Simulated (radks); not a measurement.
Results of a calculation; reference values are marked as such.
Valence configurations of Zr II (all share [Kr]). Code: a radial shooting solver on a logarithmic mesh with Libxc functionals. Model: scalar-relativistic Kohn-Sham, r2SCAN, spin-polarised, spherical densities, finite nucleus; open shells are filled with parallel spins first (spin-orbit coupling, left out, can overturn this in heavy ions); meta-GGA in the generalised Kohn-Sham scheme; Fermi nuclear charge, rms radius 4.2694 fm. Energies are relative to 4d2 5s1; eigenvalues in eV for spin up.

valence          E (eV)  moment (Bohr magnetons)    e(4d)   e(5p)    e(5s)
4d2 5s1           0.000                        3  -10.645       -  -10.753
4d3               0.218                        3   -8.748       -        -
4d1.5 5s1.5       1.168                        2  -11.542       -  -11.094
4d1 5s2           1.996                        1  -12.379       -  -11.322
4d2 5s0.5 5p0.5   2.049                        3  -11.091  -6.918  -10.923
4d1.5 5s1 5p0.5   2.174                        3  -12.033  -7.417  -11.681
4d2 5p1           4.022                        3  -11.521  -7.190        -
4d1 5s1 5p1       4.635                        3  -13.404  -8.168  -12.564
4d1.5 5p1.5       6.334                        3  -12.884  -7.956        -
5s1 5p2          10.532                        3        -  -9.536  -14.234

NIST lists [Kr] 4d2 5s1 as the ground configuration; this level of theory agrees among the configurations tried. The energies are those of spherical high-spin densities, not of single terms.
